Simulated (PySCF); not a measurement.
H$_{5}$AsSi, charge +1, doublet, at a GFN2-xTB geometry (a state made from the parent by changing its charge; the spin is typed, not shown lowest); PBE/6-31G run with PySCF.

PySCF was given this input:
```python
from pyscf import gto, scf, dft, solvent

mol = gto.M(
    atom='''
Si   -1.70578597    0.09693792    0.27171974
As    0.82303552   -0.03022334   -0.18686976
H    -2.20519322   -0.78724594   -0.78498985
H    -1.91606100    1.53897246    0.11241023
H    -1.71599357   -0.43098508    1.64437696
H     1.17568006   -1.36070560    0.39024618
H     1.38239940    0.68020367    1.00058207
''',
    basis='6-31g',
    charge=1,
    spin=1,
    verbose=4,
)

mf = dft.UKS(mol)
mf.xc = 'pbe'
mf.kernel()
```

Output, abridged:

```
PySCF version 2.14.0

[INPUT] verbose = 4
[INPUT] num. atoms = 7
[INPUT] num. electrons = 51
[INPUT] charge = 1
[INPUT] spin (= nelec alpha-beta = 2S) = 1
[INPUT] symmetry False subgroup None
[INPUT] Mole.unit = angstrom
[INPUT] Symbol           X                Y                Z      unit          X                Y                Z       unit  Magmom
[INPUT]  1 Si    -1.705785970000   0.096937920000   0.271719740000 AA   -3.223468310426   0.183186119885   0.513475891238 Bohr   0.0
[INPUT]  2 As     0.823035520000  -0.030223340000  -0.186869760000 AA    1.555311723589  -0.057113835170  -0.353132667363 Bohr   0.0
[INPUT]  3 H     -2.205193220000  -0.787245940000  -0.784989850000 AA   -4.167211237548  -1.487679219276  -1.483415827063 Bohr   0.0
[INPUT]  4 H     -1.916061000000   1.538972460000   0.112410230000 AA   -3.620830527960   2.908236462648   0.212424548299 Bohr   0.0
[INPUT]  5 H     -1.715993570000  -0.430985080000   1.644376960000 AA   -3.242757878815  -0.814443764974   3.107422099945 Bohr   0.0
[INPUT]  6 H      1.175680060000  -1.360705600000   0.390246180000 AA    2.221713323512  -2.571360920162   0.737458401358 Bohr   0.0
[INPUT]  7 H      1.382399400000   0.680203670000   1.000582070000 AA    2.612356260763   1.285398645224   1.890826077450 Bohr   0.0

nuclear repulsion = 156.424575371839
number of shells = 28
number of NR pGTOs = 156
number of NR cGTOs = 50
basis = 6-31g
ecp = {}

******** <class 'pyscf.dft.uks.UKS'> ********
method = UKS
initial guess = minao
damping factor = 0
level_shift factor = 0
DIIS = <class 'pyscf.scf.diis.CDIIS'>
diis_start_cycle = 1
diis_space = 8
diis_damp = 0
SCF conv_tol = 1e-09
SCF conv_tol_grad = None
SCF max_cycles = 50
direct_scf = True
direct_scf_tol = 1e-13
number electrons alpha = 26  beta = 25
XC library pyscf.dft.libxc version 7.1.2
    S. Lehtola, C. Steigemann, M. J. T. Oliveira, and M. A. L. Marques,  SoftwareX 7, 1–5 (2018)
XC functionals = pbe
    J. P. Perdew, K. Burke, and M. Ernzerhof,  Phys. Rev. Lett. 77, 3865 (1996)
    J. P. Perdew, K. Burke, and M. Ernzerhof,  Phys. Rev. Lett. 78, 1396 (1997)
    J. P. Perdew, K. Burke, and M. Ernzerhof,  Phys. Rev. Lett. 77, 3865 (1996)
    J. P. Perdew, K. Burke, and M. Ernzerhof,  Phys. Rev. Lett. 78, 1396 (1997)
radial grids:
    Treutler-Ahlrichs [JCP 102, 346 (1995); DOI:10.1063/1.469408] (M4) radial grids

becke partition: Becke, JCP 88, 2547 (1988); DOI:10.1063/1.454033
pruning grids: <function nwchem_prune>
grids dens level: 3
symmetrized grids: False
atomic radii adjust function: <function treutler_atomic_radii_adjust>
small_rho_cutoff = 0
Set gradient conv threshold to 3.16228e-05
tot grids = 88648
init E= -2526.53261364089

cycle= 1 E= -2527.09340334467  delta_E= -0.561  |g|= 0.123  |ddm|= 1.62
cycle= 2 E= -2527.0949444454  delta_E= -0.00154  |g|= 0.116  |ddm|= 0.459
cycle= 3 E= -2527.10555653647  delta_E= -0.0106  |g|= 0.0212  |ddm|= 0.242
cycle= 4 E= -2527.10607886011  delta_E= -0.000522  |g|= 0.0082  |ddm|= 0.0674
cycle= 5 E= -2527.10613313298  delta_E= -5.43e-05  |g|= 0.00218  |ddm|= 0.0154
cycle= 6 E= -2527.10613668605  delta_E= -3.55e-06  |g|= 0.000358  |ddm|= 0.00472
cycle= 7 E= -2527.1061368565  delta_E= -1.7e-07  |g|= 9.16e-05  |ddm|= 0.00108
cycle= 8 E= -2527.10613686963  delta_E= -1.31e-08  |g|= 3.32e-05  |ddm|= 0.000356
cycle= 9 E= -2527.1061368707  delta_E= -1.07e-09  |g|= 6.06e-06  |ddm|= 8.24e-05
cycle= 10 E= -2527.10613687074  delta_E= -4e-11  |g|= 1.16e-06  |ddm|= 1.69e-05
Extra cycle  E= -2527.10613687075  delta_E= -3.18e-12  |g|= 7.83e-07  |ddm|= 4.33e-06
converged SCF energy = -2527.10613687075  <S^2> = 0.75121868  2S+1 = 2.0012183
```
